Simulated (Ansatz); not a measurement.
Relaxation of AlFH$_{6}$O$_{2}$Si (11 atoms, charge 0, multiplicity 1), to a largest force component of 0.03 eV/Å in at most 50 steps.

The calculation used RKS PBE0/def2-SVP (Ansatz 0.2.0).

```xyz
11
Properties=species:S:1:pos:R:3:forces:R:3
Al 0.003 0.587 -0.288 -0.09 0.98 0.74
H -0.079 -0.280 2.328 0.01 -1.73 0.46
O 1.418 -0.218 -0.707 0.06 -0.07 -0.04
Si 2.382 -1.423 -1.308 -0.07 0.06 0.03
H 1.551 -2.483 -1.956 0.02 0.00 0.00
H 3.323 -0.855 -2.318 0.01 0.00 0.00
H 3.168 -2.035 -0.196 0.01 0.00 0.00
F -1.464 0.027 -0.812 0.03 0.00 0.01
O -0.022 2.062 0.637 0.03 -0.84 -0.78
H 0.798 2.474 0.918 0.03 0.02 0.00
H -0.083 0.410 2.115 -0.03 1.59 -0.41
```

Where does it end, and by what steps?

The run converged. The force dipped under the threshold on the way, but the program's further checks kept it going. After 13 steps the energy has fallen by 0.174 eV; H2 moved furthest, 0.57 Å.

| step | energy less start (eV) | largest force component (eV/Å) | accepted |
| --- | --- | --- | --- |
| 0 | 0.0000 | 1.735 | yes |
| 1 | -0.0794 | 0.963 | yes |
| 2 | -0.1085 | 0.827 | yes |
| 3 | -0.1511 | 0.443 | yes |
| 4 | -0.1600 | 0.313 | yes |
| 5 | -0.1668 | 0.200 | yes |
| 6 | -0.1691 | 0.156 | yes |
| 7 | -0.1699 | 0.208 | yes |
| 8 | -0.1722 | 0.050 | yes |
| 9 | -0.1736 | 0.027 | yes |
| 10 | -0.1741 | 0.048 | yes |
| 11 | -0.1740 | 0.058 | no |
| 12 | -0.1742 | 0.038 | yes |
| 13 | -0.1744 | 0.018 | yes |

```xyz
11
Properties=species:S:1:pos:R:3
Al -0.005 0.589 -0.056
H -0.228 -0.486 1.821
O 1.340 -0.298 -0.561
Si 2.361 -1.400 -1.235
H 1.601 -2.454 -1.974
H 3.290 -0.721 -2.189
H 3.173 -2.059 -0.167
F -1.519 0.010 -0.409
O 0.111 2.167 0.549
H 0.910 2.693 0.587
H -0.039 0.224 2.048
```

Whether the end is a true minimum wasn't checked by a vibrational analysis.

Time of the run: 21 s on 4 threads of Arm Neoverse V2 (shared host), peak memory 0.24 GiB.
